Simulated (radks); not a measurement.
The numbers below are computed, except where a source is named.
The nickel ion Ni18+, configuration [Ne]. Code: a radial shooting solver on a logarithmic mesh with Libxc functionals. Model: Dirac Kohn-Sham, relativistic LDA (MacDonald-Vosko exchange, VWN5 correlation), spin-unpolarised, spherical densities, finite nucleus; Fermi nuclear charge, rms radius 3.7757 fm.

Normalised radial functions P(r) = r R(r) (large component), r in bohr:

r,1s1/2,2s1/2
0.004858,1.2821,0.4033
0.006029,1.5330,0.4815
0.007543,1.8300,0.5732
0.009437,2.1614,0.6744
0.01181,2.5195,0.7812
0.01465,2.8757,0.8833
0.01833,3.2329,0.9775
0.02293,3.5431,1.0438
0.02846,3.7563,1.0604
0.03561,3.8400,1.0019
0.04455,3.7386,0.8369
0.05574,3.4255,0.5399
0.06917,2.9318,0.1187
0.08654,2.2762,-0.4393
0.1083,1.5741,-1.0599
0.1344,0.9630,-1.6180
0.1681,0.4860,-2.0251
0.2103,0.1968,-2.1423
0.2631,0.0607,-1.9288
0.3266,0.0142,-1.4786
0.4086,0.0021,-0.9221
0.5111,0.0002,-0.4528
0.6344,0.0000,-0.1732
0.7936,0.0000,-0.0450
0.9929,0.0000,-0.0075
1.242,0.0000,-0.0007
1.542,0.0000,0.0000
1.929,0.0000,0.0000

1s1/2: eigenvalue -8853.2 eV, 0 radial nodes, <r> = 0.0542 bohr, 90 % of the charge inside 0.0968 bohr. 2s1/2: eigenvalue -1620.7 eV, 1 radial node at r = 0.0728 bohr, <r> = 0.241 bohr, 90 % of the charge inside 0.372 bohr.
